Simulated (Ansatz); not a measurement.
Basis sets compared for Zr₄O₈. Charge 0, multiplicity 1. Geometry PBE-D4/def2-SVP. Ansatz on 4 threads of Arm Neoverse V1 on a shared host; times are rough, and most runs start from earlier orbitals.

| atom | x (Å) | y (Å) | z (Å) |
| --- | --- | --- | --- |
| Zr1 | 0.4131 | 1.9876 | -1.7433 |
| Zr2 | 0.1650 | -1.6252 | 1.7231 |
| Zr3 | -0.8755 | 1.1429 | 0.7273 |
| Zr4 | 0.3264 | -0.8895 | -1.3048 |
| O5 | 0.9670 | 0.7323 | -0.1600 |
| O6 | -1.1389 | -0.8778 | 0.2043 |
| O7 | -0.5865 | -2.9667 | 2.6169 |
| O8 | -0.2216 | 0.3653 | 2.3618 |
| O9 | -0.3053 | 2.9139 | -0.0971 |
| O10 | 1.2041 | 0.3633 | -2.6479 |
| O11 | 1.2163 | -2.0674 | -0.0703 |
| O12 | -1.1640 | 0.9213 | -1.6100 |

In the def2 sets Zr takes a core potential; there is no spin–orbit coupling. The structure comes from a short search, and lower isomers may exist.

Binding counts from free atoms (Zr triplet, O triplet) in the same basis, without a counterpoise term.

| level | functions | energy (Eh) | HOMO (eV) | LUMO (eV) | binding per atom (eV) | wall time |
| --- | --- | --- | --- | --- | --- | --- |
| PBE-D4/def2-SVP | 236 | -789.8248 | -5.79 | -3.08 | – | 8.5 s |
| PBE0-D4/def2-SVP | 236 | -789.6452 | -7.16 | -2.51 | 6.27 | 13 s |

Problem. Estimate the rows for PBE-D4/def2-TZVP, PBE0-D4/def2-TZVP.

Solution. 
```json
{"level": "PBE-D4/def2-TZVP", "functions": "408", "energy (Eh)": "-790.5683", "HOMO (eV)": "-5.80", "LUMO (eV)": "-3.09", "binding per atom (eV)": "–", "wall time": "14 s"}
{"level": "PBE0-D4/def2-TZVP", "functions": "408", "energy (Eh)": "-790.3904", "HOMO (eV)": "-7.15", "LUMO (eV)": "-2.49", "binding per atom (eV)": "6.15", "wall time": "37 s"}
```
